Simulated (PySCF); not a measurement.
Gas-phase reaction: 3 B(OCH₃)₃ + BH₃ = 4 BO + 5 CH₃OH + C₄H₁₀ (isobutane)

Energies from PySCF, thermal terms from the rigid-rotor harmonic-oscillator model, ideal gas at 1 bar. † marks an energy on the PBE0/def2-TZVP geometry and frequencies; other levels use their own. 6-31G* has spherical d functions here. Open shells (unrestricted): BO (multiplicity 2); the rest are closed-shell singlets. B3LYP is the form with VWN-RPA correlation. The harmonic model lacks anharmonicity and excited electronic states, which grow with temperature; levels with a mode under 35 cm⁻¹ are left out. Internal rotation in B(OCH₃)₃, CH₃OH, C₄H₁₀ (isobutane) is treated as a harmonic vibration of one conformer, which makes the entropy rough.

```csv
level,"ΔE electronic, kJ","ΔH°(298 K), kJ","ΔS°(298 K), J/K","ΔG°(1400 K), kJ"
B3LYP/def2-TZVP†,1539,1502,914,264
HF/6-31G*,1549,1508,947,218
HF/def2-TZVP†,1450,1414,914,175
PBE0/def2-SVP†,1677,1640,914,401
PBE0/def2-TZVP,1582,1546,914,307
ωB97M-V/def2-TZVP†,1645,1609,914,370
ωB97X-V/def2-TZVP†,1671,1635,914,396
```
ΔH° is lowest at HF/def2-TZVP† and highest at PBE0/def2-SVP†. No reference value is set beside these.
